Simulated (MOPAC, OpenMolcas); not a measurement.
How methods differ on SnH2F (SMILES [F][SnH2])

SnH2F has 4 atoms, charge 0, and is taken as a doublet. As SMILES, `[F][SnH2]`. Geometry: relaxed at PBE0-D4/def2-TZVP.

Each level gives the dipole moment (D). The values are calculated.

```json
{"level": "PM6", "kind": "semi-empirical", "program": "MOPAC", "value (D)": "3.54", "CPU time": "under 2 s"}
{"level": "UHF/def2-TZVPP (core potential)", "kind": "Hartree–Fock", "program": "OpenMolcas", "value (D)": "3.08", "CPU time": "17 s"}
{"level": "USVWN5/def2-TZVPP (core potential)", "kind": "LDA", "program": "OpenMolcas", "value (D)": "2.56", "CPU time": "28 s"}
{"level": "UPBE/def2-TZVPP (core potential)", "kind": "GGA", "program": "OpenMolcas", "value (D)": "2.48", "CPU time": "46 s"}
{"level": "U-r2SCAN/def2-TZVPP (core potential)", "kind": "meta-GGA", "program": "OpenMolcas", "value (D)": "2.60", "CPU time": "59 s"}
{"level": "UBHLYP/def2-TZVPP (core potential)", "kind": "global hybrid", "program": "OpenMolcas", "value (D)": "2.92", "CPU time": "36 s"}
{"level": "UM06-2X/def2-TZVPP (core potential)", "kind": "hybrid meta-GGA", "program": "OpenMolcas", "value (D)": "2.92", "CPU time": "50 s"}
```

The values span 2.48 to 3.54 D. Magnitudes only. Times are those of the runs behind each value, whatever else they computed, on shared processors of several kinds: orders of magnitude only.
